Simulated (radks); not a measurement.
Values are calculated unless marked as measured or tabulated.
Task: He+, 1 electrons, occupied as 1s1. Code: a radial shooting solver on a logarithmic mesh with Libxc functionals. Model: scalar-relativistic Kohn-Sham, LDA (Slater exchange, Perdew-Wang correlation), spin-polarised, spherical densities, finite nucleus; open shells are filled with parallel spins first; Gaussian nuclear charge, rms radius 1.6755 fm. Some entries of the table are withheld. Estimate them.

| orbital | occ. | eigenvalue (eV) | <1/r> (bohr^-1) | <r^2> (bohr^2) |
|---|---|---|---|---|
| 1s up | 1 | -41.1034 | 1.962 | (1) |
| 2s up | 0 | -5.8063 | 0.3975 | 16.21 |
| 2p up | 0 | -5.0306 | (2) | 13.68 |

Result: 
(1) 1s up <r^2> (bohr^2): 0.7997
(2) 2p up <1/r> (bohr^-1): 0.3905
